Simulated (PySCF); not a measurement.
diisopropyl telluride (C6H14Te), singlet, geometry from GFN2-xTB (core potentials on Te). Base run: DF-HF/def2-SV(P) in PySCF.

Here is a job for PySCF.
```python
from pyscf import gto, scf

mol = gto.M(
    atom='''
C     1.82281803    1.39246578    1.16968586
C     1.54805263   -0.07752471    0.91823784
C     2.81603987   -0.81942381    0.54259138
Te    0.04155029   -0.35173683   -0.66069886
C    -1.61014659    0.37530912    0.60148965
C    -2.04721110    1.76959797    0.19241380
C    -2.77624754   -0.59458692    0.56408008
H     2.23606542    1.86287158    0.27941282
H     2.54313676    1.50610473    1.98062780
H     0.91365589    1.91951490    1.45161372
H     1.11994733   -0.52462437    1.81737541
H     2.61742328   -1.87703860    0.38406498
H     3.55634535   -0.72345980    1.33659116
H     3.24245654   -0.40991372   -0.37089254
H    -1.19645899    0.40459053    1.61077887
H    -1.21368637    2.46856064    0.21627811
H    -2.45757058    1.75922247   -0.81544033
H    -2.81942691    2.13544179    0.87003736
H    -2.46934123   -1.58868743    0.88197129
H    -3.18143502   -0.66523809   -0.44347529
H    -3.57155884   -0.25205442    1.22640609
''',
    basis='def2-sv(p)',
    ecp={'Te': 'def2-sv(p)'},
    verbose=4,
)

mf = scf.RHF(mol)
mf = mf.density_fit(auxbasis='def2-universal-jkfit')
mf.kernel()
```

Variants of this job, named by their change:

```json
[
 {"change": "base", "basis functions": "138", "E (Eh)": "-502.12724", "HOMO (eV)": "-7.78", "HOMO-LUMO gap (eV)": "10.75", "dipole (D)": "1.63"},
 {"change": "basis = LANL2DZ", "basis functions": "90", "E (Eh)": "-243.11596", "HOMO (eV)": "-7.68", "HOMO-LUMO gap (eV)": "10.53", "dipole (D)": "1.64"},
 {"change": "basis = def2-SVP", "basis functions": "[?]", "E (Eh)": "[?]", "HOMO (eV)": "[?]", "HOMO-LUMO gap (eV)": "[?]", "dipole (D)": "[?]"}
]
```

Question: Complete the blanks.

Answer: 
- basis = def2-SVP, basis functions: 180
- basis = def2-SVP, E (Eh): -502.16704
- basis = def2-SVP, HOMO (eV): -7.75
- basis = def2-SVP, HOMO-LUMO gap (eV): 10.74
- basis = def2-SVP, dipole (D): 1.66

Totals compare only among sets that treat the same electrons; sets with core potentials leave the core out.
